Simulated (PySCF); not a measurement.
Compound: C4H9OSi (doublet state).
Z-matrix (Å and degrees, GFN2-xTB geometry), rows numbered from 1:
```
C 
O   1  1.3931
Si  2  1.6230  1  128.26
C   3  1.8550  2  122.66  1    97.71
C   4  1.4871  3   94.34  2   114.92
C   5  1.5391  4   98.83  3    -8.02
H   1  1.0927  2  110.93  3    52.00
H   1  1.0906  2  108.14  3   171.87
H   1  1.0926  2  110.62  3   -68.48
H   3  1.4698  2  109.77  1   -43.46
H   4  1.0781  3  141.85  2   -65.21
H   5  1.0954  4  112.12  3   110.55
H   5  1.0946  4  113.15  3  -129.07
H   6  1.0853  3  116.48  2   117.28
H   6  1.0853  3  115.61  2   -10.99
```

The hyperfine couplings belong to this conformer and change with its torsions.

Identity: `[Si@H]1(OC)[CH]CC1` [radical].

Method used: PySCF, UKS B3LYP, pcH-1 on C H O Si, non-relativistic, mean-field spin-orbit, GIAO. Geometry: GFN2-xTB, one conformer, isolated molecule. A GFN2-xTB geometry isn't a minimum of the functional, and hyperfine couplings can be far from their values at a DFT geometry. Stability of the SCF solution: not tested.

Problem. Give the principal g shifts and their parts.

Solution. 
| Δg (ppm) | 1 | 2 | 3 |
| --- | --- | --- | --- |
| relativistic mass correction | -127 | -127 | -127 |
| gauge correction | 10 | 26 | 18 |
| orbital Zeeman/spin–orbit | -114 | 143 | 966 |
| total | -231 | 42 | 858 |

So g = 2.00209, 2.00236, 2.00318 and g_iso = 2.00254; the tensor is rhombic: the two nearest values differ by 25 % of g3 − g1. Axes: g3 points within 7° of the Si3–C4 bond.

Problem. What effective moment and Curie constant follow for a powder?

Solution. With the mean of g² = 4.0102 and S(S+1) = 0.75: μ_eff = √(⟨g²⟩S(S+1)) = 1.734 μB and χT = 0.12505·⟨g²⟩·S(S+1) = 0.376 cm³ K/mol (cgs; spin-Hamiltonian part alone).

Problem. What are the electron Larmor frequencies g μB B/h along the three axes at 340 mT?

Solution. 9.5274, 9.5287, 9.5326 GHz for g1, g2 and g3, a range of 5.2 MHz.

Problem. At 93.645 GHz, how far is the centre of the isotropic spectrum from where a free electron (g = 2.002319) resonates?

Solution. B = hν/(g μB) with μB/h = 13.99624 MHz/mT gives 3341.49 mT for the free electron and 3341.11 mT at g_iso, 0.37 mT lower.

Problem. In a frozen sample, at which fields do the three g values resonate at 9.5, 34, 94 and 263 GHz (hyperfine left aside), and which band first spreads them over more than twice a line width of 1.0 mT?

Solution. 
```tsv
band	GHz	B(g3) mT	B(g2) mT	B(g1) mT	spread mT
X	9.5	338.84	338.98	339.02	0.18
Q	34.0	1212.69	1213.18	1213.34	0.66
W	94.0	3352.72	3354.08	3354.54	1.82
J	263.0	9380.48	9384.30	9385.58	5.10
```

The spread grows in proportion to the frequency. J band is the first where it exceeds 2.0 mT.

The Mulliken spin populations are largest on C4 (+0.98) and C5 (-0.09). No atom but C4 exceeds +0.15. The angles at C4 add up to 360.0°, so it is planar; its axial dipolar tensor and the negative coupling of its proton fit spin in a p orbital normal to that plane.

The HOMO–LUMO gaps are 6.55 eV among the α and 5.30 eV among the β orbitals.

Time: 45 s of wall time (grids of density and orbitals included); peak memory 0.88 GiB. Hardware: Arm Neoverse V2, one thread, no GPU, shared host with 96 logical CPUs at a one-minute load of 45.
